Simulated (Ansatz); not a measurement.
Stepwise reaction of `SB(S)Br` with ammonia, as a gas-phase model of exchange steps in deposition or etching. ΔE in kJ/mol.

Calculated with Ansatz (gas phase, PBE0-D4/def2-TZVP geometries, no zero-point term in ΔE). CCSD(T)/CBS adds triple-zeta CCSD(T) − MP2 to the extrapolated MP2 energy (def2 sets, frozen cores). This one scheme is used for every species. Functionals use def2-TZVPP. B3LYP here is the variant with VWN-RPA as its local correlation; programs differ in this. For Br outer-core shells are correlated without core-valence functions, which leaves a few kJ/mol of doubt a bond. Scalar relativity is left out up to krypton. Each species was taken in one conformer, which may not be the lowest.

```csv
step,reaction,PBE-D4,B3LYP-D4,ωB97M-V,CCSD(T)/CBS
1,`SB(S)Br` + NH₃ → `NB(S)Br` + H₂S,-36.0,-45.8,-48.2,-41.8
```

Problem. Give the row of step 2, `NB(S)Br` + NH₃ → `NB(N)Br` + H₂S. (Best estimate.)

Solution. The calculation gave: 
```csv
step,reaction,PBE-D4,B3LYP-D4,ωB97M-V,CCSD(T)/CBS
2,`NB(S)Br` + NH₃ → `NB(N)Br` + H₂S,-24.8,-34.2,-35.0,-29.9
```

Problem. By hand: ΔE of the 2 steps together at CCSD(T)/CBS.

Solution. (-41.8) + (-29.9) = -71.7 kJ/mol, or -35.8 kJ/mol a step.

In ΔE each step is higher than the one before. All are downhill at CCSD(T)/CBS. PBE-D4 differs from CCSD(T)/CBS by 5.1 to 5.8 kJ/mol a step. Isolated molecules leave out the surface, adducts and barriers. Largest T1 diagnostic: 0.011.
